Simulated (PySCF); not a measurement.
# Adding and removing an electron: LiIn

RHF-SCS-MP2; basis Li cc-pVDZ, In cc-pVDZ-PP with ECP28; scalar-relativistic core potentials; PySCF 2.14. Neutral (RHF): singlet (closed shell), Re = 3.029 Å, ωe = 274 cm⁻¹, De = 0.76 eV.

LiIn⁺ (UHF): doublet (σ ↑), Re = 3.212 Å, ωe = 200 cm⁻¹, De = 1.29 eV to Li⁺ + In. The energies at the minima are -196.71176 hartree for LiIn and -196.53462 for LiIn⁺.

Question: Work out the adiabatic ionisation energy, without and with harmonic zero-point energies (1 hartree = 27.2114 eV, 1 eV = 8065.5 cm⁻¹), and the change of the bond length.

Answer: At SCS-MP2: 0.17714 hartree = 4.820 eV between the minima; the zero-point term (200.0 − 274.0)/2 cm⁻¹ = -0.005 eV makes it 4.816 eV. Re changes by +18.3 pm against the neutral. The electron leaves a σ orbital, and the longer bond of the ion fits a bonding orbital, or a change in how ionic the bond is.

Correlated steps freeze 4 core orbitals. Correlated levels converge slowly with the basis: in double zeta they bind strong bonds too weakly, by up to about 1 eV, and carry superposition errors of some tenths. These are scalar-relativistic numbers at best; spin–orbit coupling would shift them, the dissociation energy most. For an ion De counts to the pair picked by the measured ionisation energies or electron affinities, which need not be the lowest pair at this level. Where the molecule has an RHF reference, its open-shell atoms are computed with UHF. States were picked by a PBE0 search and need not be the measured ground states.

Neutral and ion stand on different kinds of reference determinant, which adds to the error of the difference.
